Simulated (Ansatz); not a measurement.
C5H10O2, triplet, geometry from GFN2-xTB (a higher spin typed on purpose: for a closed-shell molecule this is an excited state), with bond 16-4 at 1.4 times its length; SC-NEVPT2/STO-3G, CASSCF(4,5) (Ansatz, a quantum-chemistry and plane-wave program).

Ansatz was given this input:
Ansatz 0.2 input:
```yaml
crystal:
  periodic: [false, false, false]
  atoms:
    - {symbol: C, position_ang: [-0.72335313, 0.17648302, 1.50836647]}
    - {symbol: C, position_ang: [-0.60541289, 0.18370618, 0.00073232]}
    - {symbol: C, position_ang: [-1.56576512, -0.77233964, -0.67137635]}
    - {symbol: C, position_ang: [-0.64805827, 1.56867482, -0.60840566]}
    - {symbol: C, position_ang: [0.96529720, -0.34802774, -0.40600058]}
    - {symbol: O, position_ang: [1.84296967, 0.55762232, 0.12074082]}
    - {symbol: O, position_ang: [1.02479719, -1.59536012, -0.21165693]}
    - {symbol: H, position_ang: [-0.04908496, 0.90217481, 1.95888160]}
    - {symbol: H, position_ang: [-1.74397602, 0.43260732, 1.79659938]}
    - {symbol: H, position_ang: [-0.50302929, -0.81420743, 1.90217976]}
    - {symbol: H, position_ang: [-2.58438670, -0.40115352, -0.55401643]}
    - {symbol: H, position_ang: [-1.49706979, -1.76288803, -0.23085094]}
    - {symbol: H, position_ang: [-1.34949889, -0.85369306, -1.73362512]}
    - {symbol: H, position_ang: [0.11107223, 2.21474729, -0.17601453]}
    - {symbol: H, position_ang: [-0.49582436, 1.52358995, -1.68383367]}
    - {symbol: H, position_ang: [-2.02240221, 2.17839043, -0.33945354]}
    - {symbol: H, position_ang: [2.26314862, 0.20555941, 0.92440881]}
basis:
  gaussian:
    orbitals: STO-3G
correlation: {method: sc_nevpt2, electrons: all, active_space: {window: {electrons: 4, orbitals: 5}}}
magnetization: {spin_polarized: false, initial_magnetization: 2}
```

What the program printed (banner, timings and long lists left out):

```
Functional definition: HF
651 factors; integrals over basis functions are off by at most 4.6e-5 eV
mean field evaluation 1: about -9254.0305 eV, gradient 3.2e1 eV
mean field evaluation 2: about -9254.4853 eV, gradient 3.3e1 eV
mean field evaluation 4: about -9260.4473 eV, gradient 5.3e0 eV
mean field evaluation 8: about -9261.5675 eV, gradient 3.3e-1 eV
mean field evaluation 16: about -9261.5670 eV, gradient 1.8e-6 eV
mean field evaluation 32: about -9261.4875 eV, gradient 2.0e0 eV
mean field -9261.56700845 eV, -340.3563098450 hartree, gradient 1.8e-6 eV, S^2 2.000000; 4 other end points of the search recorded, 0 dependent functions left out
reference -9261.56700845 eV, -340.3563098450 hartree; 29, 27 occupied and 16, 18 virtual orbitals, 651 factors
state -9262.65753646 eV, -340.3963860101 hartree
state -9262.65753646 eV, -340.3963860101 hartree; corrected -9270.56445785 eV, -340.6869600117 hartree
Total energy: -9270.56445785 eV, -340.6869600117 hartree
```
